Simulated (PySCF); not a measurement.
A structure optimised at PBE0-D3(BJ)/def2-SVP, used in a PySCF frequency run:

```
Ge
F 1 1.7402
O 1 1.7561 2 103.92
H 3 0.9640 1 112.16 2 -21.42
O 1 1.7561 2 103.92 4 -114.04
H 5 0.9640 1 112.16 2 21.42
N 1 1.7817 2 114.31 4 127.09
H 7 1.0137 1 116.45 2 -112.05
H 7 1.0137 8 112.18 1 137.72
```

Problem. Write its SMILES, formula and point group.

Solution. [NH2][Ge]([OH])([OH])[F], FGeH4NO2, Cs

Problem. What are its rotational constants (standard atomic weights)?

Solution. 3.6129, 3.5283, 3.1170 GHz
